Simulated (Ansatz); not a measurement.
Ansatz results at the PBE0-D4/def2-TZVP geometry: size of the dipole moment (PBE/def2-TZVPP) 1.64 D; HOMO energy (PBE0/def2-TZVPP) -8.06 eV; HOMO energy (PBE/def2-TZVPP) -6.86 eV.

Each molecule was computed in one conformer, which needn't be the lowest.

Question: Which molecule gave them?
A. `BN([SiH3])[SiH2]F`
B. `BC#[C][Zn][CH2][SeH]`
C. `CC1=[C]([AlH2])C1`
D. `BC([SiH3])B[SiH3]`

Answer: D. The others give `CC1=[C]([AlH2])C1`: 1.69, -6.98, -5.94; `BN([SiH3])[SiH2]F`: 1.10, -8.91, -7.60; `BC#[C][Zn][CH2][SeH]`: 1.79, -6.51, -5.45.
